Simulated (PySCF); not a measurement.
Precursor series Mo Cl-OH. Gas-phase values, no solvent. One relaxed conformer stands for each flexible species; it need not be the lowest.

The LUMO from two functionals at the same geometries (r2SCAN-D4/def2-SVP), both in PySCF: PBE-D3(BJ)/def2-TZVP and B3LYP-D3(BJ)/def2-TZVP. B3LYP has the VWN-RPA correlation part, as in Gaussian. 

```
species                                    B3LYP-D3(BJ)/def2-TZVP (eV)
-----------------------------------------  ---------------------------
0 of 6 Cl replaced by OH ([Mo(Cl)6])                             -6.05
1 of 6 Cl replaced by OH ([Mo(Cl)5(OH)])                         -5.89
2 of 6 Cl replaced by OH ([Mo(Cl)4(OH)2])                        -5.49
4 of 6 Cl replaced by OH ([Mo(Cl)2(OH)4])                        -4.69
5 of 6 Cl replaced by OH                                         -3.93
6 of 6 Cl replaced by OH ([Mo(OH)6])                             -3.77
```

Question: What does PBE-D3(BJ)/def2-TZVP give for each?

Answer: 
- 0 of 6 Cl replaced by OH ([Mo(Cl)6]): -6.26
- 1 of 6 Cl replaced by OH ([Mo(Cl)5(OH)]): -6.10
- 2 of 6 Cl replaced by OH ([Mo(Cl)4(OH)2]): -5.74
- 4 of 6 Cl replaced by OH ([Mo(Cl)2(OH)4]): -4.97
- 5 of 6 Cl replaced by OH: -4.28
- 6 of 6 Cl replaced by OH ([Mo(OH)6]): -4.11
Over these rows, drawn at random from the members with no instability flagged (it was tested for open shells, ions and some series alone), PBE minus B3LYP-D3(BJ): mean -0.27 eV, from -0.34 eV to -0.21 eV.
